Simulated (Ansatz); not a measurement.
`O[SiH](O)[SiH](Cl)Cl` + `[F][Al]([F])[F]` → `O[SiH](F)[SiH](Cl)Cl` + `[OH][Al]([F])[F]`  (redistribution)

Program: Ansatz. Geometries: PBE0-D4/def2-TZVP. ΔE: electronic, gas phase. CBS: MP2 limit from def2 TZ/QZ plus the TZ coupled-cluster correction, frozen cores. This one scheme is used for every species. DFT in def2-TZVPP. Each species was taken in one conformer, which may not be the lowest.

```tsv
level	ΔE (kcal/mol)
ωB97X-V	0.1
PBE	-0.2
```

(1) What does CCSD(T)/CBS give? (Best estimate.)

Largest T1 diagnostic among the species: 0.013.

Answers

(1) Ansatz gave: +0.7 kcal/mol. The listed levels differ from it by -0.6, -0.9 kcal/mol.
